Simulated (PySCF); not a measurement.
## Electronic absorption of C8H9N

Compound: C8H9N.
SMILES with atom numbers: `[cH:1]1[cH:2][c:3]([CH:4]2[CH2:5][CH2:6]2)[cH:7][cH:8][n:9]1` (hydrogens: H10 on C1; H11 on C2; H12 on C4; H13, H14 on C5; H15, H16 on C6; H17 on C7; H18 on C8)

The calculation used PySCF, TDDFT CAM-B3LYP/def2-SVPD, vertical, gas phase, core orbitals frozen in the response. One conformer (not necessarily the lowest) at the PBE0-D3(BJ)/def2-SVP geometry, without solvent, vibrations or thermal averaging. Torsions of this conformer, `[cH:1]1[cH:2][c:3]([CH:4]2[CH2:5][CH2:6]2)[cH:7][cH:8][n:9]1`: C2–C3–C4–C5 -36°.

**Question.** List the vertical singlet excitations with oscillator strengths and describe the spectrum.

**Answer.** 

```
state  λ (nm)  E (eV)       f  symmetry   main configurations (H = HOMO, L = LUMO)
   S1   240.4    5.16  0.0043        A″                                H-1→L (96%)
   S2   229.5    5.40  0.0002         –                              H-1→L+1 (99%)
   S3   224.7    5.52   0.017        A′                   H-2→L (54%), H→L+1 (33%)
   S4   203.7    6.09   0.083        A′                   H→L (66%), H-2→L+1 (22%)
   S5   180.5    6.87   0.317        A′    H→L+1 (49%), H-2→L (24%), H-2→L+1 (18%)
   S6   178.2    6.96   0.746        A′      H-2→L+1 (50%), H→L (20%), H→L+1 (13%)
   S7   168.6    7.36   0.011        A″                   H→L+2 (74%), H→L+3 (10%)
   S8   166.9    7.43  0.0055        A″  H-2→L+2 (47%), H-2→L+4 (23%), H→L+3 (12%)
   S9   164.7    7.53   0.032        A′               H-1→L+4 (48%), H-1→L+2 (40%)
  S10   162.0    7.65  0.0041        A″                   H-3→L (74%), H-5→L (19%)
```

Triplets, Tamm–Dancoff:

```tsv
state	E (eV)	λ (nm)	main configurations (H = HOMO, L = LUMO)
T1	4.19	296.3	H-2→L+1 (43%), H→L (39%)
T2	4.47	277.6	H-1→L (90%)
T3	4.75	260.8	H-2→L (77%), H→L (14%)
T4	4.82	257.1	H-2→L+1 (50%), H→L (36%), H-2→L (10%)
```

The lowest singlet lies at 5.16 eV (240 nm, ultraviolet) and is very weak; its leading configuration is HOMO-1→LUMO (96%). The most intense listed level is S6 at 6.96 eV (178 nm, f = 0.746), 1.80 eV above S1. Löwdin shares by element: HOMO carbon 43% or more, nitrogen 16% (atoms not listed hold the other 40%); LUMO carbon 48% or more, nitrogen 20% (atoms not listed hold the other 32%). Weighted by f, the mean energy of these states is 6.87 eV. The oscillator strengths of these states sum to 1.219; summed over the whole spectrum of an exact calculation they would give the number of electrons, 64 (Thomas–Reiche–Kuhn). The listed states span 2.50 eV, and the widest gap between neighbours is 0.78 eV (S4 to S5). All these states lie below the vertical ionisation energy of 9.31 eV (ΔSCF). Symmetry labels in Cs follow from the direction of the transition dipole and are given only for states with f of 0.002 or more. The window holds the lowest 10 singlets.
